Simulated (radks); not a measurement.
The numbers below are computed, except where a source is named.
Excited configurations of Er I: one electron is placed in a higher orbital outside [Xe] 4f12 6s1. The ground configuration is [Xe] 4f12 6s2. Code: a radial shooting solver on a logarithmic mesh with Libxc functionals. Model: Dirac Kohn-Sham, PBE, spin-unpolarised, spherical densities, point nucleus; open shells fill j = l - 1/2 first. Excitation = E - E(ground); binding = E(ion) - E, where the ion is the core of charge +1; n* = 1/sqrt(2 binding) in atomic units, and the quantum defect is n - n*.

outer orbital  excitation (eV)  binding (eV)     n*  eigenvalue (eV)  <r> (bohr)
5d3/2                    2.849         3.536  1.961           -0.826       3.974
5f5/2                    5.460         0.925  3.835           -0.429       16.93
6p1/2                    2.606         3.779  1.897           -1.886       5.327
6d3/2                    4.914         1.471  3.041           -0.717       11.66
6f5/2                    5.739         0.647  4.587           -0.367       28.57
7s1/2                    4.173         2.213  2.480           -1.311       9.802
7p1/2                    4.741         1.644  2.876           -0.949       12.42
7d3/2                    5.463         0.922  3.842           -0.528       21.43
7f5/2                    5.913         0.472  5.371           -0.289       42.65

The Delta-SCF ionisation energy is 6.385 eV (NIST Atomic Spectra Database: 6.108 eV, measured). Self-interaction in the functional shifts the binding energies and quantum defects, so they are the method's values and not measured ones. Spin polarisation and multiplet splitting are left out, so open shells lie too high by an amount that depends on their filling.

Beside tabulated values, note that spin-unpolarised runs miss the spin-polarisation part of the exchange energy of open shells.
